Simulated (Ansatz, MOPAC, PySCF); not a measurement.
Noncovalent pair: HF (SMILES F) (first 2 atoms) with SO2 (SMILES O=S=O); geometry from B3LYP-D3(BJ)/def2-TZVP, rigid monomers moved along the line of their centres of mass till H2···O3 is 1.67 Å.
(charge 0, multiplicity 1):
```xyz
5

F      0.35084     0.50697    -0.65679
H      0.08404     0.72411     0.21057
O     -0.30311     0.70171     1.83163
S     -0.16146    -0.53138     2.57397
O     -0.50221    -0.51592     3.96671
```

Monomers are frozen at their geometry in the pair; levels with a basis set take the counterpoise correction. Rows marked so take none.

Cores are frozen in the correlated methods. Rows in 6-31G*, STO-3G carry no dispersion term and start afresh at each structure (6-31G* with six Cartesian d functions). The state that AM1 reach isn't checked.

Run with Ansatz (an electronic-structure program); MOPAC for AM1 (differences of heats of formation); PySCF for 6-31G* rows, STO-3G rows. Values without a source in brackets are computed.

| level | interaction energy (kcal/mol) |
|---|---|
| AM1 | 2.48 |
| HF/STO-3G (no counterpoise) | -5.74 |
| HF/aug-cc-pV(T+d)Z | -2.42 |
| PBE/def2-TZVPPD | -3.42 |
| B3LYP/6-31G* (no counterpoise) | -4.47 |
| PBE0/def2-TZVPPD | -3.73 |
| SCS-MP2/aug-cc-pV(T+d)Z | -2.36 |
| CCSD(T)/aug-cc-pV(D+d)Z | -2.47 |
| CCSD(T)/aug-cc-pV(T+d)Z | (withheld) |

Task: Fill in the missing entries.

Result: 
- CCSD(T)/aug-cc-pV(T+d)Z, interaction energy (kcal/mol): -3.23
